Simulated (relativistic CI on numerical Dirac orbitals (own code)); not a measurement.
# Spin-allowed bands of a d2 ion in a tetrahedral site, by hand

Problem. Take Δ = 6200 cm⁻¹ and B = 620 cm⁻¹ for a d2 ion in a tetrahedral site. Calculate the three spin-allowed bands.

Working.
1. The terms of highest spin are 3F (energy 0) and 3P (15B = 9300 cm⁻¹). Here the F term splits into A2 at −1.2Δ = -7440, T2 at −0.2Δ = -1240 and T1 at +0.6Δ = 3720 cm⁻¹.
2. The two T1 states mix through the element 0.4Δ: H = [[3720, 2480], [2480, 9300]], with roots ½(H₁₁ + H₂₂) ∓ ½√[(H₂₂ − H₁₁)² + 4H₁₂²] = ½(13020) ∓ ½(7466) = 2777 and 10243 cm⁻¹.
3. The ground term is 3A2 at -7440 cm⁻¹.
4. Bands: 3T2 6200 cm⁻¹ (1613 nm), 3T1(F) 10217 cm⁻¹ (979 nm), 3T1(P) 17683 cm⁻¹ (566 nm).

Check. Exact diagonalisation of the whole d2 shell with these parameters gives 3T2 6200, 3T1 10217, 3T1 17683 cm⁻¹. The match is exact, since without spin-orbit coupling no other term has this spin. The ratio of the second band to the first, 1.648, depends on Δ/B = 10.0 alone, which is how a Tanabe-Sugano diagram is read.
